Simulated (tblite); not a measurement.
Species: C10H7OP.
Bonds: O1–C2 (double), C2–C3, C3–C4 (aromatic), C4–C5 (aromatic), C5–P6 (aromatic), P6–C7 (aromatic), C7–C8 (aromatic), C8–C9 (aromatic), C9–C10 (aromatic), C10–C11 (aromatic), C11–C12 (aromatic), C3–C12 (aromatic), C7–C12 (aromatic). Hydrogens: H13 on C2; H14 on C4; H15 on C5; H16 on C8; H17 on C9; H18 on C10; H19 on C11.

Computed geometry: GFN2-xTB, gas phase.

Q: List the bond lengths, angles and torsions at this level.

A: 
```json
{"bond": "O1=C2", "length (Å)": "1.208", "order": "double"}
{"bond": "C2–C3", "length (Å)": "1.464", "order": "single"}
{"bond": "C3–C4", "length (Å)": "1.387", "order": "aromatic"}
{"bond": "C4–C5", "length (Å)": "1.385", "order": "aromatic"}
{"bond": "C5–P6", "length (Å)": "1.718", "order": "aromatic"}
{"bond": "P6–C7", "length (Å)": "1.772", "order": "aromatic"}
{"bond": "C7–C8", "length (Å)": "1.410", "order": "aromatic"}
{"bond": "C8–C9", "length (Å)": "1.368", "order": "aromatic"}
{"bond": "C9–C10", "length (Å)": "1.398", "order": "aromatic"}
{"bond": "C10–C11", "length (Å)": "1.370", "order": "aromatic"}
{"bond": "C11–C12", "length (Å)": "1.411", "order": "aromatic"}
{"bond": "C3–C12", "length (Å)": "1.433", "order": "aromatic"}
{"bond": "C7–C12", "length (Å)": "1.421", "order": "aromatic"}
{"bond": "C2–H13", "length (Å)": "1.111", "order": "single"}
{"bond": "C4–H14", "length (Å)": "1.084", "order": "single"}
{"bond": "C5–H15", "length (Å)": "1.083", "order": "single"}
{"bond": "C8–H16", "length (Å)": "1.082", "order": "single"}
{"bond": "C9–H17", "length (Å)": "1.080", "order": "single"}
{"bond": "C10–H18", "length (Å)": "1.080", "order": "single"}
{"bond": "C11–H19", "length (Å)": "1.077", "order": "single"}
```

Orders are formal, as drawn. A selection of angles:
```json
{"angle": "O1–C2–C3", "degrees": "129.1"}
{"angle": "O1–C2–H13", "degrees": "119.2"}
{"angle": "C3–C2–H13", "degrees": "111.6"}
{"angle": "C2–C3–C4", "degrees": "114.9"}
{"angle": "C2–C3–C12", "degrees": "123.3"}
{"angle": "C4–C3–C12", "degrees": "121.8"}
{"angle": "C3–C4–C5", "degrees": "125.8"}
{"angle": "C3–C4–H14", "degrees": "117.1"}
{"angle": "C5–C4–H14", "degrees": "117.1"}
{"angle": "C4–C5–P6", "degrees": "125.2"}
{"angle": "C4–C5–H15", "degrees": "118.0"}
{"angle": "P6–C5–H15", "degrees": "116.8"}
{"angle": "C5–P6–C7", "degrees": "100.5"}
{"angle": "P6–C7–C8", "degrees": "115.0"}
{"angle": "P6–C7–C12", "degrees": "125.4"}
{"angle": "C8–C7–C12", "degrees": "119.5"}
{"angle": "C7–C8–C9", "degrees": "121.5"}
{"angle": "C7–C8–H16", "degrees": "118.1"}
{"angle": "C9–C8–H16", "degrees": "120.4"}
{"angle": "C8–C9–C10", "degrees": "119.2"}
{"angle": "C8–C9–H17", "degrees": "120.7"}
{"angle": "C10–C9–H17", "degrees": "120.2"}
{"angle": "C9–C10–C11", "degrees": "120.6"}
{"angle": "C9–C10–H18", "degrees": "119.7"}
{"angle": "C11–C10–H18", "degrees": "119.7"}
{"angle": "C10–C11–C12", "degrees": "121.8"}
{"angle": "C10–C11–H19", "degrees": "119.6"}
{"angle": "C12–C11–H19", "degrees": "118.6"}
{"angle": "C3–C12–C11", "degrees": "121.4"}
{"angle": "C3–C12–C7", "degrees": "121.3"}
{"angle": "C7–C12–C11", "degrees": "117.4"}
```

Dihedral angles: O1–C2–C3–C4 180° (antiperiplanar).

The 6-membered ring C3–C4–C5–P6–C7–C12 has internal angles of 100.5° to 125.8°; it is planar, 0.00 Å rms from its mean plane, widest ring torsion 0°. The 2 C–P bonds span 1.718 Å (C5–P6, aromatic) to 1.772 Å (P6–C7, aromatic), a spread of 0.054 Å. The C–C distances run from 1.368 Å (C8–C9, aromatic) to 1.464 Å (C2–C3, drawn single), a spread of 0.096 Å. The 12 heavy atoms lie in one plane (0.001 Å rms). The 6-membered ring C7–C8–C9–C10–C11–C12 has internal angles of 117.4° to 121.8°; it is planar, 0.00 Å rms from its mean plane, widest ring torsion 0°. Of the pairs four or more bonds apart, O1···H19 is among the closest relative to their van der Waals radii: 2.08 Å, 76 % of the sum of Bondi's values.

Point group: Cs (tolerance 0.08 Å). Its GFN2-xTB frequencies are all real (lowest 43 cm⁻¹). The numbers are those of one conformer.
